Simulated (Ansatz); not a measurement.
```json
{"atom": "H", "x (Å)": "-0.0107", "y (Å)": "0.0462", "z (Å)": "-1.5373"}
{"atom": "C", "x (Å)": "0.0240", "y (Å)": "-0.0382", "z (Å)": "-0.4981"}
{"atom": "C", "x (Å)": "0.0095", "y (Å)": "0.0308", "z (Å)": "0.7737"}
```

Basis set: def2-TZVP (spherical functions). Frozen core: 2 orbitals. Charge 0, multiplicity 2.

Computed with Ansatz (development build ahead of 0.2.0); each method stands on the lowest determinant of its kind that the runs found.

The atomization energy at this shape (free ground-state atoms in the same class of orbitals less the molecule, no zero-point energy) of doublet C₂H:

```json
{"method": "UHF-MP2", "atomization energy": "10.37 eV"}
```

Task: What does UHF give?

Result: 7.85 eV. Caution: the shape is not the minimum; the unrestricted determinant is spin contaminated.
